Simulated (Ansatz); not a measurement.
Ansatz (an electronic-structure program) input (B3LYP/6-311+G**): The .json file is the Basis Set Exchange's 6-311+G**.

Ansatz 0.2 input:
```yaml
crystal:
  periodic: [false, false, false]
  atoms:
    - {symbol: C, position_ang: [2.09548800, -0.18265900, 0.48171200]}
    - {symbol: Si, position_ang: [0.67533200, 0.85884000, -0.16490700]}
    - {symbol: B, position_ang: [-1.08027600, -0.36737900, -0.10901300]}
    - {symbol: O, position_ang: [-1.39708100, -0.32401600, -1.34376300]}
    - {symbol: O, position_ang: [-1.45805600, -0.90461400, 1.08214600]}
    - {symbol: H, position_ang: [2.28518900, -1.03097100, -0.17715700]}
    - {symbol: H, position_ang: [3.00516000, 0.42181200, 0.52985900]}
    - {symbol: H, position_ang: [1.87689800, -0.56132000, 1.48042600]}
    - {symbol: H, position_ang: [0.93512900, 1.35875900, -1.52728200]}
    - {symbol: H, position_ang: [0.36508200, 2.00020800, 0.73483300]}
    - {symbol: H, position_ang: [-2.25255600, -1.45035500, 1.01574200]}
basis:
  gaussian:
    orbitals: 6-311+G__.json
hamiltonian:
  xc: {name: B3LYP}
magnetization: {spin_polarized: true, initial_magnetization: 1}
output: {forces: true}
```

Output:

```
Functional definition: B3LYP
integrals: 0.09 GiB planned
1289 factors; their error is unknown
mean field: 0.93 GiB planned
mean field evaluation 1: about -13771.8879 eV, gradient 6.4e1 eV
mean field evaluation 2: about -13735.5120 eV, gradient 1.1e2 eV
mean field evaluation 4: about -13786.6711 eV, gradient 8.1e0 eV
mean field evaluation 8: about -13786.9207 eV, gradient 1.4e-1 eV
mean field evaluation 16: about -13786.8969 eV, gradient 8.0e-4 eV
mean field -13786.89693010 eV, -506.6591170869 hartree, gradient 8.7e-5 eV, S^2 0.754920; 0 other end points of the search recorded, 0 dependent functions left out
the calculation of the forces begins
reference -13786.89727523 eV, -506.6591297699 hartree; 24, 23 occupied and 131, 132 virtual orbitals, 1289 factors
Total energy: -13786.89727523 eV, -506.6591297699 hartree
Atom 0 at     2.095488    -0.182659     0.481712 Å, force     0.052215    -0.036396     0.022527 eV/Å
Atom 1 at     0.675332     0.858840    -0.164907 Å, force    -0.048610     0.047005    -0.004777 eV/Å
Atom 2 at    -1.080276    -0.367379    -0.109013 Å, force    -0.063565    -0.018506    -0.083851 eV/Å
Atom 3 at    -1.397081    -0.324016    -1.343763 Å, force    -0.027135    -0.017238     0.023139 eV/Å
Atom 4 at    -1.458056    -0.904614     1.082146 Å, force    -0.031133    -0.025837     0.035133 eV/Å
Atom 5 at     2.285189    -1.030971    -0.177157 Å, force     0.028745    -0.049288    -0.022803 eV/Å
Atom 6 at     3.005160     0.421812     0.529859 Å, force     0.056000     0.021278     0.006624 eV/Å
Atom 7 at     1.876898    -0.561320     1.480426 Å, force     0.010985    -0.025783     0.053630 eV/Å
Atom 8 at     0.935129     1.358759    -1.527282 Å, force     0.014886     0.030148    -0.067368 eV/Å
Atom 9 at     0.365082     2.000208     0.734833 Å, force    -0.015715     0.057896     0.038843 eV/Å
Atom 10 at    -2.252556    -1.450355     1.015742 Å, force     0.023326     0.016721    -0.001098 eV/Å
Dipole moment:     0.199578    -0.114674     0.351113 e Å
```

The geometry given is a B3LYP-D3(BJ)/def2-TZVP minimum.
